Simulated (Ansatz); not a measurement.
One change: `[CH3][SnH]([Cl])[O][SiH3]` becomes `[CH3][SnH]([OH])[Cl]`.

Ansatz, PBE0-D4/def2-TZVP geometries, multiplicity 1. Each molecule was computed in one conformer, which needn't be the lowest.

Elements past krypton have def2 core potentials.

```csv
property,`[CH3][SnH]([Cl])[O][SiH3]`
size of the dipole moment (PBE/def2-TZVPP) / D,3.11
HOMO energy (PBE/def2-TZVPP) / eV,-6.91
HOMO–LUMO gap (PBE/def2-TZVPP) / eV,5.20
HOMO–LUMO gap (B3LYP/def2-TZVPP) / eV,7.05
HOMO energy (B3LYP/def2-TZVPP) / eV,-8.10
HOMO energy (PBE0/def2-TZVPP) / eV,-8.32
```

(1) What does the change do to each property? (Estimate.)

Results:

(1) Computed: 
```json
{"property": "size of the dipole moment (PBE/def2-TZVPP) / D", "`[CH3][SnH]([OH])[Cl]`": "2.12", "shift": "-0.99"}
{"property": "HOMO energy (PBE/def2-TZVPP) / eV", "`[CH3][SnH]([OH])[Cl]`": "-6.95", "shift": "-0.04"}
{"property": "HOMO–LUMO gap (PBE/def2-TZVPP) / eV", "`[CH3][SnH]([OH])[Cl]`": "5.44", "shift": "0.24"}
{"property": "HOMO–LUMO gap (B3LYP/def2-TZVPP) / eV", "`[CH3][SnH]([OH])[Cl]`": "7.30", "shift": "0.25"}
{"property": "HOMO energy (B3LYP/def2-TZVPP) / eV", "`[CH3][SnH]([OH])[Cl]`": "-8.19", "shift": "-0.09"}
{"property": "HOMO energy (PBE0/def2-TZVPP) / eV", "`[CH3][SnH]([OH])[Cl]`": "-8.43", "shift": "-0.11"}
```

With PBE0 the HOMO falls by 0.11 eV and the LUMO rises by 0.19 eV, so the gap widens by about 0.30 eV. PBE moves the HOMO by -0.04 eV and ωB97M-V by -0.09 eV. The zero-point energy changes by -42.5 kJ/mol with -9 modes. Dipoles are sizes alone; their direction can turn.

B3LYP here is the variant with VWN-RPA as its local correlation; programs differ in this.

Positive LUMOs are unbound, so they and the gaps depend on the basis.
